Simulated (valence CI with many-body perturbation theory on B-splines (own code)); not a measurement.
# O: one-electron terms

Calculated by configuration interaction combined with many-body perturbation theory (CI+MBPT): six valence electrons over a frozen Dirac-Fock core [He], a basis of 9 s, 9 p, 8 d, 6 f, 3 g, 1 h functions for each j, with the one-electron correlation potential Σ1 (screened to all orders), the two-electron term Σ2, the three-electron term Σ3, Breit, model QED; selected single and double excitations, second order for the rest, scaled by the run's own slope (own B-spline code, finite nucleus).

Set against measurement, 22 paired levels are off by 257 cm⁻¹ on average, the worst by 374. Among the levels kept, up to 1500 cm⁻¹ of a level comes from second order outside the variational space, and about a tenth of that is noise between levels of different J, which matters for small intervals.

These are the spectroscopic orbitals of the CI (the correlating ones are not listed), shaped by the core and the other valence electrons. h is the expectation value of the core's Dirac-Fock operator, without the valence repulsion; Σ1 is computed up to l = 3 at one energy for each symmetry, that of its lowest orbital but kept below the first core excitation, so for empty shells it is not the orbital's own correlation shift; Breit and QED include the response of the core.

| Orbital | h (hartree) | Σ1 (cm⁻¹) | Breit (cm⁻¹) | QED (cm⁻¹) | ⟨r⟩ (bohr) |
| --- | --- | --- | --- | --- | --- |
| 2s1/2 | -4.8284 | -695 | 50.1 | 24.0 | 1.140 |
| 3s1/2 | -1.4134 | -43.6 | 3.5 | 1.7 | 4.747 |
| 4s1/2 | -0.61464 | -10.1 | 0.8 | 0.4 | 11.67 |
| 5s1/2 | -0.3448 | -3.9 | 0.3 | 0.2 | 21.55 |
| 2p1/2 | -4.1776 | -1015 | 61.3 | -2.4 | 1.239 |
| 3p1/2 | -1.0564 | -47.0 | 3.1 | -0.1 | 6.423 |
| 4p1/2 | -0.50081 | -14.4 | 1.0 | 0.0 | 14.70 |
| 5p1/2 | -0.2942 | -6.3 | 0.4 | 0.0 | 25.92 |
| 2p3/2 | -4.1739 | -1009 | 26.7 | -1.6 | 1.240 |
| 3p3/2 | -1.056 | -46.9 | 1.3 | -0.1 | 6.426 |
| 4p3/2 | -0.50068 | -14.3 | 0.4 | 0.0 | 14.70 |
| 5p3/2 | -0.29414 | -6.3 | 0.2 | 0.0 | 25.93 |
| 3d3/2 | -0.62553 | -0.2 | 0.0 | 0.0 | 10.31 |
| 4d3/2 | -0.35184 | -0.1 | 0.0 | 0.0 | 20.71 |
| 5d3/2 | -0.22551 | -0.1 | 0.0 | 0.0 | 33.95 |
| 3d5/2 | -0.62554 | -0.2 | 0.0 | 0.0 | 10.31 |
| 4d5/2 | -0.35185 | -0.1 | 0.0 | 0.0 | 20.71 |
| 5d5/2 | -0.22551 | -0.1 | 0.0 | 0.0 | 33.95 |
| 4f5/2 | -0.34382 | 0.0 | 0.0 | 0.0 | 18.00 |
| 5f5/2 | -0.2205 | 0.0 | 0.0 | 0.0 | 31.40 |
| 4f7/2 | -0.34382 | 0.0 | 0.0 | 0.0 | 18.00 |
| 5f7/2 | -0.2205 | 0.0 | 0.0 | 0.0 | 31.40 |
| 5g7/2 | -0.2201 |  | 0.0 | 0.0 | 27.48 |
| 5g9/2 | -0.2201 |  | 0.0 | 0.0 | 27.48 |

Among the shells of the start configuration 2s2 2p4, Σ1 is largest in size for 2p1/2, where it is 0.11 % of h.

Lowest root of each symmetry, sizes in configuration state functions:

```tsv
J	Parity	Roots	Reference	Variational	Second order	Change by selected CI (cm⁻¹)	Change by second order (cm⁻¹)
0	even	5	6	168416	3492241	-41534	-312
1	even	5	10	111981	5479473	-40868	-933
2	even	5	11	95926	10520714	-40949	-920
3	even	2	5	89235	14809639	-48866	-741
0	odd	2	6	131897	2053773	-50538	-279
1	odd	6	17	114324	5411265	-50761	-693
2	odd	7	18	110774	8020645	-48398	-787
3	odd	4	11	108655	8624366	-49606	-1136
4	odd	2	5	89490	18045153	-50044	-799
```
